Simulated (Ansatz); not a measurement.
Reaction (ligand exchange at the Si–Se bond): `P[Se][SiH2][SeH]` + HCl → `Cl[SiH2][SeH]` + `P[SeH]`

Gas-phase electronic energies from Ansatz, PBE0-D4/def2-TZVP geometries. CCSD(T)/CBS adds triple-zeta CCSD(T) − MP2 to the extrapolated MP2 energy (def2 sets, frozen cores). This one scheme is used for every species. DFT in def2-TZVPP. B3LYP here is the variant with VWN-RPA as its local correlation; programs differ in this. HSE06 is defined as in plane-wave codes. For Se outer-core shells are correlated without core-valence functions, which leaves a few kJ/mol of doubt a bond. Scalar relativity is left out up to krypton. One conformer a species, not always the lowest.

```
             level  ΔE (kcal/mol)  difference from CCSD(T)/CBS
       LDA (SPW92)           -4.8                          0.5
            PBE-D4           -4.4                          0.9
           BLYP-D4           -5.6                         -0.3
         r2SCAN-D4           -6.1                         -0.8
            B97M-V           -7.5                         -2.2
           PBE0-D4           -4.9                          0.4
          B3LYP-D4           -5.9                         -0.6
        r2SCAN0-D4           -6.1                         -0.8
          HSE06-D4           -4.9                          0.4
          BHLYP-D4           -6.3                         -1.0
      CAM-B3LYP-D4           -7.1                         -1.8
           ωB97X-V           -6.9                         -1.6
           ωB97M-V           -6.7                         -1.4
            B2PLYP           -7.0                         -1.7
          PBE-QIDH           -5.5                         -0.2
               PBE           -5.8                         -0.5
            revPBE           -6.3                         -1.0
              BLYP           -8.1                         -2.8
            r2SCAN           -6.5                         -1.2
              PBE0           -6.1                         -0.8
           r2SCANh           -6.5                         -1.2
           r2SCAN0           -6.5                         -1.2
             HSE06           -6.1                         -0.8
             BHLYP           -8.7                         -3.4
RPA@PBE/def2-TZVPP           -5.8                         -0.5
       HF/def2-SVP           -9.4                         -4.1
      MP2/def2-SVP           -4.8                          0.5
     CCSD/def2-SVP           -6.3                         -1.0
  CCSD(T)/def2-SVP           -5.7                         -0.4
     HF/def2-TZVPP           -9.9                         -4.6
    MP2/def2-TZVPP           -4.7                          0.6
SCS-MP2/def2-TZVPP           -5.9                         -0.6
   CCSD/def2-TZVPP           -6.2                         -0.9
CCSD(T)/def2-TZVPP           -5.4                         -0.1
     HF/def2-QZVPP          -10.2                         -4.9
    MP2/def2-QZVPP           -4.7                          0.6
SCS-MP2/def2-QZVPP           -5.9                         -0.6
      HF/CBS(def2)          -10.2                         -4.9
     MP2/CBS(def2)           -4.6                          0.7
    CCSD/CBS(def2)           -6.1                         -0.8
       CCSD(T)/CBS           -5.3                            0
```

Largest T1 diagnostic among the species: 0.010.

Leaving LDA and LC-ωPBE aside and taking each functional with its dispersion term where it has one, the values, not all of them listed here, spread over 3.3 kcal/mol, from B97M-V to revPBE-D4. LDA lies +1.0 kcal/mol from PBE without D4. The D4 term adds +2.2 kcal/mol with B3LYP and +1.3 kcal/mol with PBE0; it sums over pairs of atoms, weighted by their polarisabilities, and B3LYP, whose exchange is more repulsive, gets the larger term. In def2-TZVPP, CCSD(T) changes the Hartree–Fock value by +4.5 kcal/mol (the triples alone add +0.8 kcal/mol) and MP2 by +5.3 kcal/mol.
